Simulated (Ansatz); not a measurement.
Job for Ansatz (a program for electronic structure): R-PBE0/def2-TZVPPD on C2H6F2O (a complex), monomers drawn apart or pushed together. Files ending in .json are basis or fitting sets from the Basis Set Exchange.

Ansatz 0.2 input:
```yaml
crystal:
  periodic: [false, false, false]
  atoms:
    - {symbol: C, position_ang: [0.38733270, -0.58090090, 0.42494774]}
    - {symbol: O, position_ang: [0.26263912, 0.75478116, 0.90939438]}
    - {symbol: H, position_ang: [-0.26976574, -0.76405044, -0.43107691]}
    - {symbol: H, position_ang: [0.09220578, -1.23806904, 1.24027692]}
    - {symbol: H, position_ang: [1.41819412, -0.81699190, 0.14291592]}
    - {symbol: H, position_ang: [0.53956317, 1.36427123, 0.21838249]}
    - {symbol: F, position_ang: [0.04442681, -1.15685038, 4.77854387]}
    - {symbol: C, position_ang: [0.30527302, 0.16161839, 5.04079298]}
    - {symbol: F, position_ang: [1.44605562, 0.22745830, 5.78808744]}
    - {symbol: H, position_ang: [-0.51967064, 0.56037486, 5.63352964]}
    - {symbol: H, position_ang: [0.46347695, 0.67580601, 4.09408346]}
basis:
  gaussian:
    orbitals: def2-TZVPPD.json
hamiltonian:
  xc: {name: PBE0}
scf: {lower_state_search: off}
```

Output:

```
WARN ansatz: RAYON_NUM_THREADS=2 ignored (pool sized by the plan → 2); use --threads N
Functional definition: PBE0
these checks for a lower state are left out or cut short: stability, starts, cluster_reference, orbital_swaps, neighbouring_geometries, increment
integrals: 0.20 GiB planned
1280 factors; their error is unknown
mean field: 1.81 GiB planned
mean field evaluation 1: about -9640.9173 eV, gradient 5.6e1 eV
mean field evaluation 2: about -9636.7302 eV, gradient 7.5e1 eV
mean field evaluation 4: about -9646.4294 eV, gradient 2.9e0 eV
mean field evaluation 8: about -9646.4438 eV, gradient 5.1e-2 eV
mean field evaluation 16: about -9646.4456 eV, gradient 4.3e-5 eV
mean field -9646.44557021 eV, -354.5003361096 hartree, gradient 2.0e-6 eV, S^2 0.000000; 0 other end points of the search recorded, 0 dependent functions left out
reference -9646.44562025 eV, -354.5003379483 hartree; 22, 22 occupied and 274, 274 virtual orbitals, 1280 factors
Total energy: -9646.44562025 eV, -354.5003379483 hartree
Checks for a lower state left out: stability, starts, cluster_reference, orbital_swaps, neighbouring_geometries, increment
```

The run converged.

Cost: very roughly 8 core-seconds.
